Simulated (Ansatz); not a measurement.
Gas-phase electronic energies from Ansatz, PBE0-D4/def2-TZVP geometries. CBS: MP2 limit from def2 TZ/QZ plus the TZ coupled-cluster correction, frozen cores. DFT in def2-TZVPP. B3LYP here is the variant with VWN-RPA as its local correlation; programs differ in this. def2 core potentials past Kr. For Te outer-core shells are correlated without core-valence functions, which leaves a few kJ/mol of doubt a bond. One conformer a species, not always the lowest.

Consider the redistribution: `NB(O)[TeH]` + `F[SiH2]P` → `P[TeH]` + `NB(O)[SiH2]F`.

`NB(O)[TeH]`:

```xyz
8

N    -0.858    0.344   -0.408
B     0.400    0.138    0.174
O     1.266    1.137    0.515
Te    1.153   -1.868    0.622
H    -1.228    1.255   -0.624
H    -1.475   -0.410   -0.649
H     0.950    2.024    0.325
H    -0.207   -2.620    0.045
```

`F[SiH2]P`:

Z-matrix (Å, degrees):
```
Si
P 1 2.244
F 1 1.602 2 108.5
H 1 1.484 2 108.5 3 -117.4
H 1 1.484 2 114.2 3 119.2
H 2 1.423 1 90.5 3 179.8
H 2 1.421 1 93.9 3 -86.8
```

`P[TeH]`:

Cartesian coordinates in Å:
```
P 0.583 -0.524 -0.514
Te -0.839 0.899 0.916
H 0.065 -0.059 -1.750
H -0.271 -1.658 -0.495
H 0.462 1.342 1.843
```

`NB(O)[SiH2]F`:

```xyz
10

N    -1.642    0.595   -0.157
B    -0.443   -0.072   -0.427
O    -0.362   -0.805   -1.584
Si    1.175   -0.011    0.797
F     2.290   -0.929    0.064
H    -2.430    0.546   -0.784
H    -1.803    1.155    0.660
H     0.488   -1.233   -1.701
H     1.771    1.341    0.979
H     0.956   -0.587    2.153
```

**Question.** Is it downhill or uphill in electronic energy at CCSD(T)/CBS, and by how much? (Best estimate.)

**Answer.** The calculation gave: Uphill: ΔE = +42.2 kJ/mol.

**Question.** What do these levels give: PBE-D4, PBE0-D4, B3LYP-D4, ωB97M-V, r2SCAN, B3LYP, MP2/def2-TZVPP, SCS-MP2/def2-TZVPP, MP2/def2-QZVPP, SCS-MP2/def2-QZVPP, HF/CBS(def2), MP2/CBS(def2)? (An estimate is asked.)

**Answer.** Computed: PBE-D4 32.5, PBE0-D4 37.4, B3LYP-D4 32.7, ωB97M-V 40.2, r2SCAN 39.4, B3LYP 31.1, MP2/def2-TZVPP 49.2, SCS-MP2/def2-TZVPP 44.0, MP2/def2-QZVPP 48.1, SCS-MP2/def2-QZVPP 43.3, HF/CBS(def2) 40.4, MP2/CBS(def2) 47.6 kJ/mol.

Largest T1 diagnostic among the species: 0.013.

From PBE to PBE0 (25 % exact exchange), in def2-TZVPP and without D4, ΔE moves by +5.0 kJ/mol.
